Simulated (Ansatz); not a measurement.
Basis-set extrapolation for CHBOS (`S=C1BO1`) (PBE0-D4/def2-TZVP geometry, frozen core, Ansatz 0.2.0). Multiplicity 1, RHF reference.

|  | def2-TZVPP | def2-QZVPP |
| --- | --- | --- |
| HF | -535.549662 | -535.566919 |
| MP2 correlation | -0.646649 | -0.695499 |
| CCSD(T) correlation | -0.697675 | not run |

Energies in hartree. Use E(X) = E(∞) + A·exp(−7.88·√X) for Hartree–Fock and E(X) = E(∞) + B·X^(−2.97) for correlation, with X = 3 and 4, and add CCSD(T) minus MP2 of the smaller set to the MP2 limit.

Q: What is the CCSD(T) energy at the basis-set limit?

A: HF limit: -535.566919 + (-0.017257) × 0.13774 = -535.56930. MP2 limit: -0.695499 + (-0.048850) × 0.74074 = -0.73168. Higher-order term: -0.697675 − (-0.646649) = -0.05103. Total: -536.35201 hartree, 65.7 kcal/mol below CCSD(T)/def2-TZVPP.
